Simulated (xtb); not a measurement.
xtb input:

```bash
xtb mol.xyz --gfn 2 --ohess tight --chrg 1 --uhf 0
```
mol.xyz:
```
5

Nb    -0.01435559     0.00859676    -0.03734930
Cl     1.38719575    -0.62216883    -1.63974736
Cl     0.13788676     0.53501929     2.19645264
Cl    -0.49693619     2.07073918    -0.74198902
Cl    -1.09535168    -1.92282315     0.23410765
```

Q: Which total energy does the run end on?

A: -19.82930 Eh (GFN2-xTB).

The spin state was set by rule; other spins were not relaxed.
